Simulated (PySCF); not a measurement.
H₄Si, triplet, geometry from GFN2-xTB (a higher spin typed on purpose: for a closed-shell molecule this is an excited state).

Here is a job for PySCF.
```python
from pyscf import gto, scf, dft

mol = gto.M(
    atom='''
Si   -0.00000000   -0.00000000   -0.00000000
H     0.21636537    1.47416717   -0.01722191
H    -1.34501321    0.20450964    0.60777848
H     1.34501321   -0.20450964   -0.60777848
H    -0.21636537   -1.47416717    0.01722191
''',
    basis='def2-svp',
    spin=2,
    verbose=4,
)

mf = dft.UKS(mol)
mf.xc = 'b3lyp'
mf.kernel()
```

Problem. What is the computed <S^2> (B3LYP/def2-SVP run with PySCF)?

Solution. 2.004

Problem. Predict the number of basis functions from B3LYP/def2-SVP.

Solution. 38

Problem. Estimate the total energy that B3LYP/def2-SVP returns for this input.

Solution. -291.6372 Eh

Problem. What HOMO energy does B3LYP/def2-SVP give?

Solution. -5.28 eV

Problem. What is the computed nuclear repulsion energy (B3LYP/def2-SVP)?

Solution. 21.2474 Eh

Problem. What dipole moment does B3LYP/def2-SVP give?

Solution. 0.00 D

These values belong to the state on which the SCF converged, which isn't shown to be the lowest.
